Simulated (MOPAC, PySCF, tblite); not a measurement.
Breaking a bond: Mg₂, singlet.

Computed with: AM1, restricted, heats of formation (MOPAC); UKS-B3LYP/6-31G* = unrestricted B3LYP/6-31G*, spherical d run with PySCF; GFN2-xTB, 300 K electronic temperature (tblite).

Energies are in kJ/mol, each relative to the lowest point of its own curve near equilibrium.

```json
[
 {"R / Å": "2.72", "AM1": "124.8", "UKS-B3LYP/6-31G*": "43.6", "GFN2-xTB": "15.1"},
 {"R / Å": "2.88", "AM1": "(withheld)", "UKS-B3LYP/6-31G*": "25.5", "GFN2-xTB": "4.0"},
 {"R / Å": "3.06", "AM1": "37.8", "UKS-B3LYP/6-31G*": "13.2", "GFN2-xTB": "0.0"},
 {"R / Å": "3.27", "AM1": "15.3", "UKS-B3LYP/6-31G*": "5.4", "GFN2-xTB": "2.7"},
 {"R / Å": "3.39", "AM1": "8.3", "UKS-B3LYP/6-31G*": "3.0", "GFN2-xTB": "5.8"},
 {"R / Å": "3.51", "AM1": "4.0", "UKS-B3LYP/6-31G*": "1.5", "GFN2-xTB": "10.2"},
 {"R / Å": "3.60", "AM1": "2.0", "UKS-B3LYP/6-31G*": "0.8", "GFN2-xTB": "14.4"},
 {"R / Å": "3.71", "AM1": "(withheld)", "UKS-B3LYP/6-31G*": "0.3", "GFN2-xTB": "20.3"},
 {"R / Å": "3.85", "AM1": "0.0", "UKS-B3LYP/6-31G*": "0.0", "GFN2-xTB": "(withheld)"},
 {"R / Å": "3.95", "AM1": "0.0", "UKS-B3LYP/6-31G*": "0.0", "GFN2-xTB": "34.2"},
 {"R / Å": "4.19", "AM1": "0.9", "UKS-B3LYP/6-31G*": "(withheld)", "GFN2-xTB": "48.5"},
 {"R / Å": "4.48", "AM1": "2.3", "UKS-B3LYP/6-31G*": "0.7", "GFN2-xTB": "64.6"},
 {"R / Å": "4.86", "AM1": "3.8", "UKS-B3LYP/6-31G*": "1.2", "GFN2-xTB": "81.6"},
 {"R / Å": "5.39", "AM1": "4.8", "UKS-B3LYP/6-31G*": "1.5", "GFN2-xTB": "97.9"},
 {"R / Å": "5.91", "AM1": "5.1", "UKS-B3LYP/6-31G*": "1.6", "GFN2-xTB": "107.0"},
 {"R / Å": "6.42", "AM1": "5.2", "UKS-B3LYP/6-31G*": "1.7", "GFN2-xTB": "111.6"},
 {"R / Å": "7.17", "AM1": "5.2", "UKS-B3LYP/6-31G*": "1.6", "GFN2-xTB": "(withheld)"},
 {"R / Å": "7.89", "AM1": "5.2", "UKS-B3LYP/6-31G*": "1.6", "GFN2-xTB": "(withheld)"},
 {"R / Å": "8.77", "AM1": "5.2", "UKS-B3LYP/6-31G*": "1.6", "GFN2-xTB": "115.8"},
 {"R / Å": "9.75", "AM1": "5.2", "UKS-B3LYP/6-31G*": "1.5", "GFN2-xTB": "115.9"},
 {"R / Å": "10.85", "AM1": "5.2", "UKS-B3LYP/6-31G*": "1.5", "GFN2-xTB": "115.9"}
]
```

Q: Fill in the missing entries.

A: 
- 2.88, AM1: 73.3
- 3.71, AM1: 0.6
- 3.85, GFN2-xTB: 28.3
- 4.19, UKS-B3LYP/6-31G*: 0.3
- 7.17, GFN2-xTB: 114.5
- 7.89, GFN2-xTB: 115.4
